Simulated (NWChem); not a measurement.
Species: MgNH2F; SMILES [F][Mg][NH2]

```xyz
5

Mg     0.0000     0.0000    -0.0753
F      0.0000     0.0000    -1.8384
N      0.0000     0.0000     1.8044
H      0.0000    -0.8161     2.4092
H      0.0000     0.8161     2.4092
```
Atoms are numbered in this order, from 1.

Program: NWChem. All runs use the structure optimised with PBE0/def2-SVP. Ions are spin-unrestricted doublets at the neutral geometry; other ion states weren't tried.

For level PBE/def2-SVP:

```yaml
"−ε(HOMO) (eV)": 5.06
```

Estimate the same quantities for level PBE0/def2-SVP.


* **−ε(HOMO) (eV)**: 6.46
